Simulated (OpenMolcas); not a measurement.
## What dynamic correlation does to the levels of Cu IV

* Program: OpenMolcas
* Basis: ANO-R1 [5s3p2d1f]
* Scalar Hamiltonian: X2C, finite nucleus
* Active space: 8 electrons in 5 orbitals (3d)
* State averaging: 2S+1 = 3 even, 10 roots; 2S+1 = 1 even, 15 roots
* Spin-orbit coupling: RASSI with atomic mean-field integrals over the reference wave functions, term energies averaged over their components

Methods on the same reference wave functions:
A. CASSCF
B. SS-CASPT2, IPEA 0.25 Eh, imaginary shift 0.1 Eh (closed shells correlated: 3s 3p)

Energies in cm⁻¹ above 3d⁸ ³F₄, the measured ground level; measured values from Sugar and Musgrove, J. Phys. Chem. Ref. Data 19, 527 (1990).

```csv
Level,A,B,Measured
3d⁸ ³F₄,0.0,0.0,0.0
3d⁸ ³F₃,1903,1905,1861
3d⁸ ³F₂,3181,3150,3078
3d⁸ ¹D₂,19347,15990,16248
3d⁸ ³P₂,23559,20860,19697
3d⁸ ³P₁,24006,21390,20097
3d⁸ ³P₀,24364,21730,20423
3d⁸ ¹G₄,30027,27970,26913
3d⁸ ¹S₀,72007,62560,61456
```

Deviations, from unrounded energies. A percentage is the sum of absolute deviations over the sum of measured energies, with the sign that they share, or ± where signs differ.

| Against measurement | Levels | A | B |
| --- | --- | --- | --- |
| mean absolute deviation (cm-1) | 8 | 3600 | 790 |
| fine structure of the ground term (%) | 2 | +2.9 | +2.3 |
| other terms of the ground configuration (%) | 6 | +17.3 | ±3.8 |

B lies closest to measurement on these levels. The largest miss of B in the table is 3d⁸ ³P₀, by +1300 cm-1. The ranking rests on the paired levels alone, and a cruder setting can come out closer through cancelling errors.

From A to B the spin-free energies of the other terms of 3d⁸ shown, above ³F, scale by factors of 0.81 to 0.93, as is usual when dynamic correlation screens the repulsion within a d or f shell.

The lowest spin-free term lies below A's lowest term by 0.378 hartree in B.

CASPT2 does not keep the components of a term degenerate, so their means are used; among the terms shown or strongly mixed into the levels shown the widest spread is 880 cm-1 (3d⁸ ³F, B). The basis is small and was not contracted for so high a charge. Without dynamic correlation excited terms often stand tens of per cent too high (terms of higher spin than the ground term too low), and those without a measured partner can miss by more than the paired ones (holds for A). Some levels mix across a computed gap that differs much from the measured one, so their mixing is not that of the real levels (holds for B). Measured partners are found by configuration, term and J. A level has none where our copy of the source lacks it or the pairing is in doubt (some pairs that miss far off the trend of their configuration count as doubtful), and it then counts in no deviation. Levels of configurations outside the active space are missing.
